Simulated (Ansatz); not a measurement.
The same hydrolysis along the group Cl, Br, I.

Gas-phase electronic energies from Ansatz, PBE0-D4/def2-TZVP geometries. CBS: MP2 limit from def2 TZ/QZ plus the TZ coupled-cluster correction, frozen cores. This one scheme is used for every species. Functionals use def2-TZVPP. def2 core potentials past Kr. For Br, Ge, I outer-core shells are correlated without core-valence functions, which leaves a few kJ/mol of doubt a bond. Scalar relativity is left out up to krypton. Each species was taken in one conformer, which may not be the lowest.

```json
{"reaction": "`C[O][GeH2][Cl]` + H₂O → `C[O][GeH2][OH]` + HCl", "CCSD/CBS(def2) (eV)": "0.42", "CCSD(T)/def2-SVP (eV)": "0.30", "r2SCAN-D4 (eV)": "0.41", "CCSD(T)/CBS(def2) (eV)": "0.42"}
{"reaction": "`C[O][GeH2][Br]` + H₂O → `C[O][GeH2][OH]` + HBr", "CCSD/CBS(def2) (eV)": "0.50", "CCSD(T)/def2-SVP (eV)": "0.32", "r2SCAN-D4 (eV)": "0.48", "CCSD(T)/CBS(def2) (eV)": "0.50"}
{"reaction": "`C[O][GeH2][I]` + H₂O → `C[O][GeH2][OH]` + HI", "CCSD/CBS(def2) (eV)": "0.52", "CCSD(T)/def2-SVP (eV)": "0.33", "r2SCAN-D4 (eV)": "0.48", "CCSD(T)/CBS(def2) (eV)": "0.53"}
```

Largest T1 diagnostic: 0.012, for `C[O][GeH2][OH]`.
